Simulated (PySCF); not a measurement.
Gas-phase reaction: WO₂F₂ + 2 F₂ → WOF₄ + F₂O

Method: PySCF energies plus ideal-gas RRHO corrections (1 bar). † marks an energy on the PBE0/def2-TZVP geometry and frequencies. MP2 and CCSD(T) freeze the core. All species are closed-shell singlets. W: scalar-relativistic def2 core potential, no spin-orbit coupling. WO₂F₂: computed as isolated molecules; such fragments, hydroxides, amides, oligomers or adducts are transient or little studied in the gas. MP2 isn't extrapolated to the basis-set limit. CCSD(T) isn't extrapolated to the basis-set limit. Warning, large T1 diagnostic: WO₂F₂, WOF₄ (CCSD(T)/def2-SVP†, CCSD(T)/def2-TZVPP†).

| level | ΔH°(298 K), kJ |
|---|---|
| BLYP/def2-TZVP† | … |
| CCSD(T)/def2-SVP† | -373 |
| CCSD(T)/def2-TZVPP† | -384 |
| M06-2X/def2-TZVP† | -413 |
| MP2/def2-SVP† | -362 |
| PBE/def2-TZVP† | … |
| LDA/def2-TZVP† | -465 |
| ωB97M-V/def2-TZVP† | … |
| ωB97X-V/def2-TZVP† | … |

Complete the blanks.


- BLYP/def2-TZVP†, ΔH°(298 K), kJ: -387
- PBE/def2-TZVP†, ΔH°(298 K), kJ: -402
- ωB97M-V/def2-TZVP†, ΔH°(298 K), kJ: -415
- ωB97X-V/def2-TZVP†, ΔH°(298 K), kJ: -417
